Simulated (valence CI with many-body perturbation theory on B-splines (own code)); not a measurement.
# E1 line list for W⁴¹⁺

Calculated by relativistic CI+MBPT: five valence electrons over a frozen Dirac-Fock core [Ar] 3d10, a basis of 11 s, 11 p, 10 d, 8 f, 5 g, 2 h functions for each j, with the one-electron correlation potential Σ1 (screened to all orders), the two-electron term Σ2, the three-electron term Σ3, Breit, model QED; selected single and double excitations, second order for the rest, scaled by the run's own slope (own B-spline code, finite nucleus).

The last digits are not significant, and no measured levels were compared; by estimate large intervals hold to a few tenths of a per cent, small ones and those within an open d or f shell to about a per cent. Among the levels kept, up to 2100 cm⁻¹ of a level comes from second order outside the variational space, and about a tenth of that is noise between levels of different J, which matters for small intervals.

Lines 101 to 150 of 519 in falling wavelength, among levels below 40.153 Ry, chosen from the strongest by gf and those to the six lowest levels. Wavelengths and rates use the calculated energies. Electric multipoles are in the length gauge, E1 and E2 with the static RPA response of the core. Weak lines are less certain than strong ones. Lines between different terms over intervals too small for the method are left out, as are lines whose strength nearly cancels. Where a level lies close to another of its J and parity, the split of strength between their lines is uncertain. The highest levels of a list are the least certain.

Levels are named by their leading jj configuration (3d3/2^4 stands for four electrons in 3d with j = 3/2), which in mixed levels can hold well under half, so a name can repeat and another be missing. Letters in brackets count levels of one name in rising energy.

| λ vac (Å) | Upper | Lower | A (s⁻¹) | S (a.u.) |
| --- | --- | --- | --- | --- |
| 68.11 | (4s 4p1/2^2 4d3/2 4d5/2) J=5/2 [a] | (4s 4p1/2^2 4p3/2 4d3/2) J=5/2 [a] | 3.02e+10 | 2.83e-02 |
| 68.05 | (4s^2 4p1/2^2 4f7/2) J=7/2 | (4s^2 4p1/2^2 4d5/2) J=5/2 | 1.33e+11 | 1.66e-01 |
| 67.89 | (4s^2 4p1/2 4p3/2 4d5/2) J=1/2 | (4s^2 4p1/2 4p3/2^2) J=1/2 | 1.77e+11 | 5.48e-02 |
| 67.87 | (4s 4p1/2^2 4p3/2 4f7/2) J=9/2 | (4s 4p1/2^2 4p3/2 4d5/2) J=9/2 | 1.23e+11 | 1.90e-01 |
| 67.84 | (4s 4p1/2 4p3/2^2 4d3/2) J=5/2 [c] | (4s^2 4p1/2 4p3/2 4d5/2) J=5/2 [a] | 6.91e+10 | 6.39e-02 |
| 67.74 | (4s 4p1/2 4p3/2^2 4d5/2) J=1/2 [b] | (4s 4p1/2 4p3/2^3) J=1/2 | 1.77e+11 | 5.42e-02 |
| 67.73 | (4s 4p1/2^2 4p3/2 4d5/2) J=7/2 [a] | (4s 4p1/2^2 4p3/2^2) J=5/2 | 8.15e+10 | 1.00e-01 |
| 67.73 | (4s^2 4p1/2 4p3/2 4f7/2) J=5/2 [c] | (4s^2 4p1/2 4p3/2 4d5/2) J=3/2 [b] | 1.52e+11 | 1.40e-01 |
| 67.68 | (4s^2 4p1/2 4p3/2 4f7/2) J=5/2 [a] | (4s^2 4p1/2 4p3/2 4d3/2) J=3/2 [b] | 5.69e+10 | 5.23e-02 |
| 67.68 | (4s 4p1/2 4p3/2^2 4d5/2) J=1/2 [b] | (4s 4p1/2 4p3/2^3) J=3/2 [b] | 1.10e+11 | 3.36e-02 |
| 67.64 | (4s^2 4p1/2 4p3/2 4f7/2) J=7/2 | (4s^2 4p1/2 4p3/2 4d5/2) J=5/2 [a] | 8.36e+10 | 1.02e-01 |
| 67.61 | (4s 4p1/2^2 4d3/2 4d5/2) J=3/2 [a] | (4s 4p1/2^2 4p3/2 4d3/2) J=1/2 [a] | 1.50e+11 | 9.16e-02 |
| 67.58 | (4s 4p1/2^2 4d3/2 4d5/2) J=3/2 [a] | (4s 4p1/2^2 4p3/2 4d3/2) J=3/2 [a] | 5.87e+10 | 3.57e-02 |
| 67.52 | (4s 4p1/2^2 4p3/2 4f5/2) J=9/2 | (4s^2 4p1/2^2 4f7/2) J=7/2 | 5.01e+10 | 7.61e-02 |
| 67.51 | (4s 4p1/2 4p3/2^2 4d3/2) J=7/2 [e] | (4s^2 4p1/2 4p3/2 4d5/2) J=5/2 [b] | 1.24e+11 | 1.51e-01 |
| 67.40 | (4s 4p1/2 4p3/2^2 4d5/2) J=3/2 [d] | (4s 4p1/2 4p3/2^3) J=3/2 [b] | 2.48e+11 | 1.50e-01 |
| 67.38 | (4s 4p1/2^2 4p3/2 4d5/2) J=3/2 [b] | (4s 4p1/2^2 4p3/2^2) J=1/2 | 2.06e+11 | 1.24e-01 |
| 67.37 | (4s^2 4p1/2 4p3/2 4f7/2) J=5/2 [c] | (4s^2 4p1/2 4p3/2 4d5/2) J=7/2 [b] | 5.04e+10 | 4.56e-02 |
| 67.29 | (4s 4p1/2 4p3/2^2 4d3/2) J=3/2 [g] | (4s^2 4p1/2 4p3/2 4d5/2) J=1/2 | 1.27e+11 | 7.65e-02 |
| 67.19 | (4s 4p1/2^2 4p3/2 4d5/2) J=5/2 [b] | (4s 4p1/2^2 4p3/2^2) J=3/2 | 4.23e+11 | 3.80e-01 |
| 67.16 | (4s^2 4p1/2 4p3/2 4f5/2) J=3/2 | (4s^2 4p1/2 4p3/2 4d5/2) J=3/2 [a] | 5.71e+10 | 3.42e-02 |
| 67.15 | (4s^2 4p1/2 4p3/2 4f7/2) J=5/2 [b] | (4s^2 4p1/2 4p3/2 4d5/2) J=5/2 [a] | 1.64e+11 | 1.47e-01 |
| 67.12 | (4s 4p1/2^2 4d3/2 4d5/2) J=7/2 [b] | (4s 4p1/2^2 4p3/2 4d3/2) J=7/2 | 3.14e+10 | 3.75e-02 |
| 67.02 | (4s 4p1/2 4p3/2^2 4d5/2) J=5/2 [d] | (4s 4p1/2 4p3/2^3) J=5/2 | 2.11e+11 | 1.88e-01 |
| 66.92 | (4s 4p1/2^2 4p3/2 4d3/2) J=3/2 [a] | (4s^2 4p1/2^2 4d3/2) J=3/2 | 7.61e+09 | 4.50e-03 |
| 66.85 | (4s 4p1/2 4p3/2^2 4d5/2) J=7/2 [c] | (4s^2 4p1/2 4p3/2 4d5/2) J=5/2 [b] | 2.56e+10 | 3.02e-02 |
| 66.69 | (4s 4p1/2 4p3/2^2 4d3/2) J=9/2 | (4s^2 4p1/2 4p3/2 4d3/2) J=7/2 | 1.90e+10 | 2.78e-02 |
| 66.62 | (4s 4p1/2 4p3/2^2 4d3/2) J=5/2 [b] | (4s^2 4p1/2 4p3/2 4d3/2) J=3/2 [a] | 8.79e+10 | 7.70e-02 |
| 66.58 | (4s 4p1/2 4p3/2^2 4d3/2) J=3/2 [g] | (4s^2 4p1/2 4p3/2 4d5/2) J=5/2 [b] | 5.78e+10 | 3.37e-02 |
| 66.53 | (4s 4p1/2 4p3/2^2 4d3/2) J=5/2 [b] | (4s^2 4p1/2 4p3/2 4d3/2) J=5/2 [a] | 8.51e+10 | 7.42e-02 |
| 66.53 | (4s 4p1/2 4p3/2^2 4d3/2) J=7/2 [a] | (4s^2 4p1/2 4p3/2 4d3/2) J=5/2 [a] | 4.04e+10 | 4.70e-02 |
| 66.49 | (4s 4p1/2^2 4p3/2 4f7/2) J=11/2 | (4s 4p1/2^2 4p3/2 4d5/2) J=9/2 | 1.91e+11 | 3.32e-01 |
| 66.49 | (4s 4p1/2 4p3/2^2 4d5/2) J=7/2 [d] | (4s^2 4p1/2 4p3/2 4d5/2) J=5/2 [b] | 3.58e+10 | 4.16e-02 |
| 66.46 | (4s 4p1/2 4p3/2^2 4d3/2) J=5/2 [c] | (4s^2 4p1/2 4p3/2 4d5/2) J=3/2 [a] | 1.34e+11 | 1.16e-01 |
| 66.43 | (4s^2 4p1/2 4d5/2^2) J=3/2 | (4s^2 4p1/2 4p3/2 4d5/2) J=3/2 [a] | 2.26e+11 | 1.31e-01 |
| 66.31 | (4s^2 4p1/2 4d5/2^2) J=9/2 [b] | (4s^2 4p1/2 4p3/2 4d5/2) J=7/2 [b] | 3.67e+11 | 5.29e-01 |
| 66.21 | (4s^2 4p1/2 4p3/2 4d5/2) J=7/2 [b] | (4s^2 4p1/2 4p3/2^2) J=5/2 | 4.63e+11 | 5.31e-01 |
| 66.14 | (4s 4p1/2 4p3/2^3) J=3/2 [a] | (4s^2 4p1/2 4p3/2^2) J=1/2 | 9.35e+10 | 5.34e-02 |
| 66.14 | (4s 4p1/2 4p3/2^2 4d5/2) J=7/2 [b] | (4s^2 4p1/2 4p3/2 4d5/2) J=5/2 [a] | 2.99e+10 | 3.41e-02 |
| 66.14 | (4s 4p1/2^2 4d3/2 4d5/2) J=5/2 [b] | (4s 4p1/2^2 4p3/2 4d3/2) J=7/2 | 4.01e+10 | 3.43e-02 |
| 66.11 | (4s^2 4p1/2 4p3/2 4d5/2) J=5/2 [b] | (4s^2 4p1/2 4p3/2^2) J=5/2 | 2.99e+10 | 2.56e-02 |
| 66.02 | (4s^2 4p3/2 4d3/2 4d5/2) J=7/2 [c] | (4s^2 4p3/2^2 4d3/2) J=7/2 | 1.92e+11 | 2.18e-01 |
| 65.97 | (4s 4p1/2 4p3/2^2 4d3/2) J=5/2 [d] | (4s^2 4p1/2 4p3/2 4d5/2) J=5/2 [a] | 3.59e+10 | 3.05e-02 |
| 65.94 | (4s^2 4p3/2 4d3/2 4d5/2) J=5/2 [c] | (4s^2 4p3/2^2 4d3/2) J=5/2 | 9.13e+10 | 7.75e-02 |
| 65.91 | (4s 4p1/2 4p3/2^2 4d5/2) J=3/2 [b] | (4s 4p1/2 4p3/2^3) J=3/2 [a] | 3.20e+11 | 1.81e-01 |
| 65.87 | (4s^2 4p1/2 4p3/2 4d5/2) J=3/2 [b] | (4s^2 4p1/2 4p3/2^2) J=5/2 | 5.91e+10 | 3.34e-02 |
| 65.66 | (4s^2 4p3/2 4d3/2 4d5/2) J=5/2 [c] | (4s^2 4p3/2^2 4d3/2) J=3/2 [a] | 1.34e+11 | 1.12e-01 |
| 65.61 | (4s 4p1/2^2 4p3/2 4d3/2) J=5/2 [b] | (4s^2 4p1/2^2 4d5/2) J=5/2 | 4.89e+09 | 4.09e-03 |
| 65.61 | (4s^2 4p1/2 4d3/2 4d5/2) J=3/2 [a] | (4s^2 4p1/2 4p3/2 4d3/2) J=1/2 [a] | 1.20e+11 | 6.70e-02 |
| 65.57 | (4s 4p1/2 4p3/2^2 4d5/2) J=5/2 [f] | (4s 4p1/2 4p3/2^3) J=3/2 [b] | 6.84e+11 | 5.71e-01 |
